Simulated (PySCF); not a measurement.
Results of a calculation; reference values are marked as such.
**CH11SSi4**

The system: CH11SSi4, a small molecule (built as: Si site whose three back bonds go to SiH3, CH2SiH3, SSiH3); neutral, doublet. The structure, one conformer, was relaxed in the gas phase by PBE0-D3(BJ)/def2-SVP. No frequency run checks that it is a minimum.

SMILES: [SiH3]C[Si]([SiH3])S[SiH3]

```tsv
atom	x (Å)	y (Å)	z (Å)
Si1	0.022	1.037	0.276
Si2	1.223	-0.602	1.469
C3	-1.839	0.929	0.572
Si4	-2.571	-0.785	0.264
S5	0.275	0.849	-1.863
Si6	2.409	0.611	-1.981
H7	0.730	-0.581	2.881
H8	1.050	-1.978	0.906
H9	2.678	-0.261	1.463
H10	-2.344	1.670	-0.070
H11	-2.037	1.215	1.620
H12	-4.042	-0.790	0.541
H13	-1.915	-1.772	1.175
H14	-2.338	-1.206	-1.148
H15	3.108	1.673	-1.200
H16	2.759	0.716	-3.425
H17	2.824	-0.725	-1.459
```

EPR values by unrestricted B3LYP, IGLO-III on C S Si, pcH-1 on H.

(1) Predict g and the largest hyperfine couplings. Where does the spin sit?

(2) How do the isotropic couplings move with BHandHLYP?

Answers

(1) g = 2.0020, 2.0051, 2.0098. The spin sits on Si1 (77 %, bonded to 1 C + 1 S + 1 Si) by Mulliken populations.
```json
{"atom": "Si1", "isotope": "29Si", "isotropic (MHz)": "-501.8", "dipolar, principal values (MHz)": "-138.6, 68.3, 70.3"}
{"atom": "Si2", "isotope": "29Si", "isotropic (MHz)": "-91.1", "dipolar, principal values (MHz)": "-19.8, 8.4, 11.4"}
{"atom": "H8", "isotope": "1H", "isotropic (MHz)": "60.1", "dipolar, principal values (MHz)": "-2.5, -0.1, 2.6"}
{"atom": "Si4", "isotope": "29Si", "isotropic (MHz)": "-40.8", "dipolar, principal values (MHz)": "-7.8, 3.5, 4.3"}
{"atom": "S5", "isotope": "33S", "isotropic (MHz)": "7.4", "dipolar, principal values (MHz)": "-12.7, -11.4, 24.2"}
{"atom": "H12", "isotope": "1H", "isotropic (MHz)": "20.1", "dipolar, principal values (MHz)": "-1.1, -0.4, 1.5"}
```

(2) Si1 -501.8 to -542.2 MHz, Si2 -91.1 to -91.6 MHz, H8 60.1 to 59.4 MHz, Si4 -40.8 to -39.4 MHz.

The 2 runs behind this took 9.4 min in all, one thread each of Arm Neoverse N1 on a shared host, launched as `OMP_NUM_THREADS=1 python cluster_run.py task.json out`.
